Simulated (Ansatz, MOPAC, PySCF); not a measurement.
Dimer: H2 (SMILES [H][H]) (first 2 atoms) with CH2O2 (SMILES O=CO); geometry from B3LYP-D3(BJ)/def2-TZVP, rigid monomers moved along the line of their centres of mass till H2···H7 is 3.75 Å.
(charge 0, multiplicity 1):
```xyz
7

H      0.0150     0.4129    -0.4402
H     -0.0776    -0.1963    -0.0196
O     -0.0799    -1.2754     4.4539
C      0.1289    -0.2690     5.0690
O      0.3250     0.9429     4.5266
H      0.1889    -0.1995     6.1627
H      0.2662     0.8490     3.5604
```

Interaction energies are E(AB) − E(A) − E(B) at the monomers' geometry in the complex; basis-set methods are counterpoise corrected. Rows marked so take none.

Frozen-core correlation. CBS(a, b) extrapolates the correlation energy as X⁻³ and adds the Hartree–Fock energy of set b. Rows in 3-21G, 6-31G* carry no dispersion term and start afresh at each structure (6-31G* with six Cartesian d functions). MP2/6-31G* freezes PySCF's default core. The state that AM1, PM3, PM6 reach isn't checked.

The values were computed with Ansatz (an electronic-structure program) with Gaussian orbitals; MOPAC for AM1, PM3, PM6 (differences of heats of formation); PySCF for 3-21G rows, 6-31G* rows, the dispersion terms. Values without a source in brackets are computed.

Other levels give for the interaction energy: PBE/def2-TZVPPD -0.7; B3LYP/def2-TZVPPD -0.3; B3LYP-D3(BJ)/def2-TZVPPD -0.6; wB97M-V/def2-TZVPPD -0.7; CCSD(T)/CBS(aug-cc-pVDZ, aug-cc-pVTZ) -0.7 kJ/mol.

Question: What do these common cheap choices give for the same quantity: AM1, PM3, PM6, HF/3-21G (no counterpoise), HF/6-31G*, HF/6-31G* (no counterpoise), MP2/6-31G*, MP2/6-31G* (no counterpoise)?

Answer: AM1 0.0; PM3 -0.2; PM6 0.0; HF/3-21G (no counterpoise) -0.3; HF/6-31G* -0.3; HF/6-31G* (no counterpoise) -0.4; MP2/6-31G* -0.3; MP2/6-31G* (no counterpoise) -0.4 kJ/mol. They span -0.4 to 0.0 kJ/mol.
